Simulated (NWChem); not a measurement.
Species: WNH2SOF; SMILES [NH]=[W](=[O])([F])[SH]

```xyz
7

W     -0.0272    -0.2143     0.0189
O     -0.9092    -0.5897     1.4202
N     -0.9845    -0.5746    -1.3937
H     -1.8513    -0.9254    -1.7941
F      1.5725    -1.1869    -0.0613
S      0.2308     2.1197     0.0403
H      0.1876     2.2901    -1.3003
```
Atoms are numbered in this order, from 1.

Computed with NWChem. Coordinates come from a PBE0/def2-SVP optimisation. No frequency run checked for a minimum. def2 effective core potentials on W; no spin-orbit coupling. Total energies compare along this basis series because the functional is fixed.

| level | basis functions | energy (Ha) | highest occupied level (eV) | orbital gap (eV) | dipole (D) |
|---|---|---|---|---|---|
| PBE/def2-SVP | 102 | -695.8262 | -6.89 | 4.14 | 2.45 |
| PBE/def2-SVPD | 144 | -695.8513 | -7.07 | 4.01 | 2.32 |
| PBE/def2-TZVP | 182 | -696.2626 | -6.99 | 4.07 | 2.27 |
| PBE/def2-TZVPP | 219 | -696.2697 | -6.98 | 4.08 | ? |

Some entries are withheld; supply them.


- PBE/def2-TZVPP, dipole (D): 2.23
